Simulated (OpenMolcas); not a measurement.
**Nb3+: moving or changing the point charges**

Nb3+ among 2 point charges of -1.5 e arranged as a linear pair (D∞h), 1.96 Å from the ion.

```json
{
  "Program": "OpenMolcas 26.06",
  "Method": "CASSCF",
  "Basis": "ANO-RCC-VTZP [7s6p4d2f1g]",
  "Scalar Hamiltonian": "DKH2, point nucleus",
  "Active space": "2 electrons in 5 orbitals (4d)",
  "State averaging": "2S+1 = 3 even, 10 roots; 2S+1 = 1 even, 15 roots",
  "Spin-orbit coupling": "state interaction with AMFI integrals over the reference wave functions"
}
```

Runs around this geometry, states (labels by Λ). Energies in cm-1 above the lowest state or level, χT in cm3 K/mol.

```csv
R (Å),q (e),Ground state,First state of that spin,First gap with spin-orbit (degeneracies),χT at 300 K,First state of another spin
1.96,-0.75,3Σ,3Φ 135.5,"394.8 (2, 1)",0.349,1Σ 6952
1.96,-1.5,3Σ,3Φ 5971,"209.0 (1, 2)",0.821,1Γ 6712
2.11,-1.5,3Σ,3Φ 3877,"235.5 (1, 2)",0.757,1Σ 6873
```

Taking the first state of the same spin as R^-n, n = -ln(3877 / 5971) / ln(2.11 / 1.96) = 5.9 between the shortest and longest distance.

Without dynamic correlation the repulsion within the d shell is too large (B by tens of per cent), so at a given field states of lower spin stand too high. The ground term spreads over less than 5000 cm-1, several times less than with real ligands, so orbital moments are less quenched and χT lies further from the spin-only value than at real sites (holds for R = 1.96, q = -0.75). This is an electrostatic model: the charges have no orbitals. No measured value stands beside these numbers.
